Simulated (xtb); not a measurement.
ClGa, triplet, geometry from GFN2-xTB of the parent state (such geometries of metal compounds can be far from the true shape) (the spin is typed, not shown lowest); GFN1-xTB run with xtb 6.7.1.

Input for xtb:
```
$ xtb mol.xyz --gfn 1 --chrg 0 --uhf 2 --json

# file mol.xyz
2

Ga    -0.00000000    -0.00000000    -0.85496772
Cl     0.00000000     0.00000000     1.55905878
```

The log (banner, timings and long lists left out):

```
   ID    Z sym.   atoms
    1   31 Ga     1
    2   17 Cl     2

           -------------------------------------------------
          |                Calculation Setup                |
           -------------------------------------------------

           -------------------------------------------------
          |                 G F N 1 - x T B                 |
           -------------------------------------------------

          ...................................................
          :                      SETUP                      :
          :.................................................:
          :  # basis functions                  20          :
          :  # atomic orbitals                  18          :
          :  # shells                            6          :
          :  # electrons                        10          :
          :  # halogen bonds                     0          :
          :  max. iterations                   250          :
          :  Hamiltonian                  GFN1-xTB          :
          :  restarted?                      false          :
          :  GBSA solvation                  false          :
          :  PC potential                    false          :
          :  electronic temp.          300.0000000     K    :
          :  accuracy                    1.0000000          :
          :  -> integral cutoff          0.2500000E+02      :
          :  -> integral neglect         0.1000000E-07      :
          :  -> SCF convergence          0.1000000E-05 Eh   :
          :  -> wf. convergence          0.2000000E-04 e    :
          :  Broyden damping             0.4000000          :
          :  net charge                          0          :
          :  unpaired electrons                  2          :
          ...................................................

 iter      E             dE          RMSdq      gap      omega  full diag
   1     -5.3769103 -0.537691E+01  0.351E+00    0.00       0.0  T
   2     -5.3854605 -0.855022E-02  0.217E+00    0.00       1.0  T
   3     -5.3855028 -0.422917E-04  0.129E+00    0.00       1.0  T
   4     -5.3855037 -0.921281E-06  0.176E-02    0.00       4.0  T
   5     -5.3855037 -0.837066E-08  0.480E-03    0.00      14.7  T
   6     -5.3855037 -0.309509E-08  0.189E-04    0.00     374.7  T
   7     -5.3855037 -0.137481E-10  0.534E-06    0.00   13233.0  T

   *** convergence criteria satisfied after 7 iterations ***

 transition dipole moment (au) for excitation:           5           6
     X       Y       Z
  -0.0025   0.8176   0.0000  total (au/Debye):    0.818   2.078
 dE (eV)             :    7.073
 oscillator strength :  0.16383E+00

         :::::::::::::::::::::::::::::::::::::::::::::::::::::
         ::                     SUMMARY                     ::
         :::::::::::::::::::::::::::::::::::::::::::::::::::::
         :: total energy              -5.384998618653 Eh    ::
         :: gradient norm              0.032462531168 Eh/a0 ::
         :: HOMO-LUMO gap              0.000000000000 eV    ::
         ::.................................................::
         :: SCC energy                -5.385503698265 Eh    ::
         :: -> electrostatic           0.000406279131 Eh    ::
         :: repulsion energy           0.000910960035 Eh    ::
         :: dispersion energy         -0.000405880424 Eh    ::
         :: halogen bond corr.         0.000000000000 Eh    ::
         :: add. restraining           0.000000000000 Eh    ::
         :: total charge               0.000000000053 e     ::
         :::::::::::::::::::::::::::::::::::::::::::::::::::::

           -------------------------------------------------
          |                Property Printout                |
           -------------------------------------------------

    * Orbital Energies and Occupations

         #    Occupation            Energy/Eh            Energy/eV
      -------------------------------------------------------------
         1        2.0000           -0.9027817             -24.5659
         2        2.0000           -0.5249621             -14.2849
         3        2.0000           -0.4747895             -12.9197
         4        2.0000           -0.4747895             -12.9197
         5        1.0000           -0.4360687             -11.8660
         6        0.5000           -0.1761461              -4.7932 (HOMO)
         7        0.5000           -0.1761461              -4.7932 (LUMO)
         8                         -0.0930236              -2.5313
         9                         -0.0900544              -2.4505
        10                         -0.0900544              -2.4505
        11                         -0.0473134              -1.2875
        12                         -0.0473134              -1.2875
        13                         -0.0348651              -0.9487
        14                         -0.0348651              -0.9487
        15                         -0.0143050              -0.3893
        16                         -0.0140749              -0.3830
        17                         -0.0140749              -0.3830
        18                          0.1690417               4.5999
      -------------------------------------------------------------
                  HL-Gap            0.0000000 Eh            0.0000 eV
             Fermi-level           -0.3156229 Eh           -8.5885 eV

  Mulliken/CM5 charges         n(s)   n(p)   n(d)
     1Ga    0.07875  0.07444   1.544  1.172  0.205
     2Cl   -0.07875 -0.07444   1.926  5.128  0.025

Wiberg/Mayer (AO) data.
largest (>0.10) Wiberg bond orders for each atom

 ---------------------------------------------------------------------------
     #   Z sym  total        # sym  WBO       # sym  WBO       # sym  WBO
 ---------------------------------------------------------------------------
     1  31 Ga   1.193 --     2 Cl   1.193
     2  17 Cl   1.193 --     1 Ga   1.193
 ---------------------------------------------------------------------------

Topologies differ in total number of bonds
Writing topology from bond orders to xtbtopo.mol

 dipole moment from electron density (au)
     X       Y       Z
  -0.0000   0.0000  -0.9388  total (Debye):    2.386

           -------------------------------------------------
          | TOTAL ENERGY               -5.384998618653 Eh   |
          | GRADIENT NORM               0.032462531168 Eh/α |
          | HOMO-LUMO GAP               0.000000000000 eV   |
           -------------------------------------------------

normal termination of xtb
```
